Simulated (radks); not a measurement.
Question: These are the eigenvalues of the occupied orbitals of an atom or ion with whole-number occupations (eV). Calculated with a radial shooting solver on a logarithmic mesh with Libxc functionals: Dirac Kohn-Sham, LB94 model potential, spin-unpolarised, spherical densities, finite nucleus; Fermi nuclear charge, rms radius of each element as measured or else 0.836 A^(1/3) + 0.57 fm.

| orbital | eigenvalue |
|---|---|
| 1s1/2 | -9062.910 |
| 2s1/2 | -1222.971 |
| 2p1/2 | -1091.918 |
| 2p3/2 | -1071.065 |
| 3s1/2 | -247.8238 |
| 3p1/2 | -206.5618 |
| 3p3/2 | -203.6128 |
| 3d3/2 | -134.9346 |
| 3d5/2 | -134.4909 |

Which element is it, and in what charge state? The configuration may be excited. Open shells, if any, fill j = l - 1/2 first.

Answer: Z = 29, copper, charge +6: Cu6+ in [Ar] 3d5. The list shows which subshells hold electrons but not how many an open one holds; the 1s level, -333.06 hartree, gives Z - s = 25.8 by -(Z - s)^2/2, which with screening and relativity narrows Z to a few neighbours, and the depths of the outer levels then fix element, charge and occupations together.
